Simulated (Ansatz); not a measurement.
`C[S][AlH][Cl]` + `N=C=O` → `O=C=[N][AlH][Cl]` + CH₃SH at 298.15 K and 1 bar (ligand exchange at the Al–S bond).

Calculated with Ansatz (gas phase, PBE0-D4/def2-TZVP geometries, no zero-point term in ΔE). CCSD(T)/CBS is the MP2 limit (def2-TZVPP, def2-QZVPP) plus CCSD(T) − MP2 in def2-TZVPP, frozen cores. This one scheme is used for every species. One conformer a species, not always the lowest.

```csv
species,CCSD(T)/CBS energy (Eh),H − E (kJ/mol),S (J/(mol·K))
`C[S][AlH][Cl]`,-1140.13367,145.4,345.8
`N=C=O`,-168.51995,67.5,238.3
`O=C=[N][AlH][Cl]`,-870.43852,77.0,341.2
CH₃SH,-438.22835,133.0,253.2
```

H − E and S are ideal-gas, rigid-rotor, harmonic terms from PBE0-D4/def2-TZVP, for one conformer and one mirror image of each species. 1 Eh = 2625.50 kJ/mol, R = 8.31446 J/(mol·K).

Question: By hand: ΔE, ΔH, ΔS and ΔG.

Answer: ΔE = (-870.43852) + (-438.22835) − (-1140.13367) − (-168.51995) = -0.01325 Eh = -34.8 kJ/mol. Δ(H − E) = 77.0 + 133.0 − 145.4 − 67.5 = -2.9, so ΔH = -37.7 kJ/mol. ΔS = 341.2 + 253.2 − 345.8 − 238.3 = 10.3 J/(mol·K). ΔG = -37.7 − 298.15 × (10.3)/1000 = -40.8 kJ/mol.

Question: By hand: the equilibrium constant, and the temperature at which ΔG would vanish if ΔH and ΔS stayed fixed.

Answer: log₁₀ K = −ΔG/(RT ln 10) = 7.1. ΔH and −TΔS have one sign here, so there is no such temperature.

The number of gas molecules stays the same, so ΔS is small and ΔH decides. A doubt of 5 kJ/mol in ΔE shifts log₁₀ K by 0.9 here. Other conformers and mirror images would add mixing entropy, several J/(mol·K) or more a flexible species. Modes under 60 cm⁻¹, often nearly free rotors, make the harmonic entropy too high. These are equilibria of isolated gas molecules and say nothing of rates. Largest T1 diagnostic: 0.018 (customary marks: 0.02 for closed shells, 0.045 for open ones).

ΔS is within the doubt of such terms, so its sign, and with it that verdict, could turn.
